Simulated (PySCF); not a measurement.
Species: C₃H₇F, net charge 0, singlet state. 
Coordinates optimised at B3LYP-D3(BJ)/def2-TZVP (Ansatz):
SMILES: CCCF
```xyz
11

C      1.5972     0.1985     0.1045
C      0.4634    -0.7788    -0.1922
C     -0.8764    -0.3178     0.3362
F     -1.2573     0.8787    -0.2853
H      1.3939     1.1739    -0.3382
H      1.7230     0.3383     1.1809
H      2.5435    -0.1649    -0.2985
H      0.3757    -0.9435    -1.2696
H      0.6749    -1.7544     0.2580
H     -0.8372    -0.1203     1.4111
H     -1.6624    -1.0486     0.1336
```
Charge 0, spin multiplicity 1.

Dispersion corrections to the total energy (kcal/mol) from the dftd3 and dftd4 libraries through PySCF: D3(BJ) without and D4 with the three-body term, each with the damping fitted for the functional named.

| functional | D3(BJ) | D4 |
|---|---|---|
| revPBE | -10.47 | -12.97 |
| PBE0 | -3.24 | ? |
| PW6B95 | ? | -2.97 |
| HF | -32.22 | -13.96 |
| B2GP-PLYP | -1.92 | -1.41 |
| TPSSh | ? | -4.27 |
| BP86 | -5.61 | -4.39 |

Question: What belongs in the gaps?

Answer: 
- PBE0, D4: -2.86
- PW6B95, D3(BJ): -1.65
- TPSSh, D3(BJ): -4.32
